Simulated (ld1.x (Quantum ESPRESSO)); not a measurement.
## Transferability test, RRKJ potential for C

carbon (C), norm-conserving RRKJ (Kleinman–Bylander form), made with ld1.x (Quantum ESPRESSO) 7.5 (revPBE, scalar-relativistic). Core [He], reference 2s2 2p2. Waves: 2s (bound): rc 1.18 bohr; 2p (bound): rc 3.34 bohr. Local part: the p channel. Core correction: Bessel-smoothed model core, default radius (core density twice the valence density).

Energies are relative to the spin-unpolarised reference configuration 2s2 2p2; without spin polarisation the order of configurations can differ from experiment.

Problem. Give the all-electron excitation energy and the error of the potential for: 2s2 2p1; 2s2 2p0; 2s1 2p0; 2s2 2p2.3; 2s2 2p1.5; 2s1 2p2; 2s1 2p3.

Solution.

```csv
valence configuration,charge,ΔE all-electron (eV),error AE − PS (meV)
2s2 2p1,+1,10.809,+169
2s2 2p0,+2,34.885,+1540
2s1 2p0,+3,83.097,+2970
2s2 2p2.3,-0.3,-1.144,-0.9
2s2 2p1.5,+0.5,3.938,+21
2s1 2p2,+1,19.655,-246
2s1 2p3,0,8.554,-57
```
